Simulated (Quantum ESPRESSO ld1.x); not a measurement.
Question: Species: Er IV. Configuration: [Xe] 4f10 5d1 (not the ground configuration). All-electron calculation, Dirac Kohn-Sham, PBE, spin-unpolarised, spherical densities, point nucleus; open shells fill j = l - 1/2 first. Program: ld1.x of Quantum ESPRESSO 7.5. Some entries of the table are withheld. Estimate them.

orbital  occ.  eigenvalue (eV)  <r> (bohr)
1s1/2       2         -57349.1     0.02037
2s1/2       2         -9663.27     0.08589
2p1/2       2              (1)     0.07147
2p3/2       4              (2)     0.07875
3s1/2       2         -2198.75      0.2249
3p1/2       2         -1997.83      0.2147
3p3/2       4         -1805.32      0.2283
3d3/2       4         -1462.04      0.2013
3d5/2       6         -1419.99      0.2055
4s1/2       2         -467.490         (3)
4p1/2       2         -387.141      0.5157
4p3/2       4         -343.523      0.5467
4d3/2       4         -211.247         (4)
4d5/2       6         -203.266         (5)
5s1/2       2         -85.9950       1.212
5p1/2       2         -63.1032       1.341
5p3/2       4         -56.8805       1.431
4f5/2       6         -43.2851         (6)
4f7/2       4         -42.0627         (7)
5d3/2       1         -27.1845       1.978
5d5/2       0         -26.5907       2.019

Answer: 
(1) 2p1/2 eigenvalue (eV): -9204.87
(2) 2p3/2 eigenvalue (eV): -8288.06
(3) 4s1/2 <r> (bohr): 0.5070
(4) 4d3/2 <r> (bohr): 0.5734
(5) 4d5/2 <r> (bohr): 0.5842
(6) 4f5/2 <r> (bohr): 0.7281
(7) 4f7/2 <r> (bohr): 0.7384
